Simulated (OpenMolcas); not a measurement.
V²⁺.

```yaml
Program: OpenMolcas 26.06
Method: CASSCF
Basis: ANO-RCC-VQZP [7s6p4d3f2g1h]
Scalar_Hamiltonian: DKH2, point nucleus
Active_space: 3 electrons in 10 orbitals (3d 4d)
State_averaging: 2S+1 = 4 even, 10 roots; 2S+1 = 2 even, 40 roots
Spin-orbit_coupling: state interaction with AMFI integrals over the reference wave functions, term energies averaged over their components
```

Levels without dynamic correlation, in cm-1 above 3d3 4F 3/2:

```
        Level      E
   3d3 2G 7/2  14293
   3d3 4P 1/2  14331
   3d3 2H 9/2  18919
   3d3 2P 1/2  19023
3d3 2D 3/2(1)  20458
   3d3 2F 7/2  32882
```

On this reference, MS-CASPT2, IPEA 0.25 Eh, imaginary shift 0.1 Eh (closed shells correlated: 3s 3p) puts 3d3 2G 7/2 at 11810 cm-1.

Problem. Estimate the other levels at that method by one scale factor, and say how well it serves.

Solution. The factor is 11810 / 14293 = 0.826. Scaled values beside those that MS-CASPT2 gives and measured ones (Sugar and Corliss, J. Phys. Chem. Ref. Data 7, 1191 (1978)):
```
        Level  Scaled  MS-CASPT2  Miss (%)  Measured
   3d3 4P 1/2   11837      11880      -0.4     11514
   3d3 2H 9/2   15627      16880      -7.4     16811
   3d3 2P 1/2   15713      15320      +2.6     15580
3d3 2D 3/2(1)   16898      16430      +2.9     16330
   3d3 2F 7/2   27161      28020      -3.1     27728
```
For these levels the scaled values miss MS-CASPT2 by up to 7.4 %, as correlation changes each term by its own factor, spin-orbit parts do not scale and CASPT2 has its own spread within terms. This holds within one configuration; levels of others move differently, and the target method has errors of its own against measurement.

CASPT2 does not keep the components of a term degenerate, so their means are used; among the terms shown or strongly mixed into the levels shown the widest spread is 1000 cm-1 (3d3 4F, MS-CASPT2). Active for correlation alone: 4d; no level in the range computed is led by a configuration that fills it, so any true level of that kind is missing. Without dynamic correlation excited terms often stand tens of per cent too high (terms of higher spin than the ground term too low), and those without a measured partner can miss by more than the paired ones (holds for CASSCF). The CASPT2 spread within a term exceeds the gap to the next term for 3d3 2G and 3d3 4P, so the order of their levels is uncertain (holds for MS-CASPT2). Computed and measured levels are paired by configuration, term and J; levels that our copy of the source lacks, or whose pairing is in doubt (as where it misses far off the trend of its configuration), stay unpaired and out of the deviations. Only configurations of the active space appear.

A number in round brackets counts repeated terms of one configuration in the order of the reference energies.
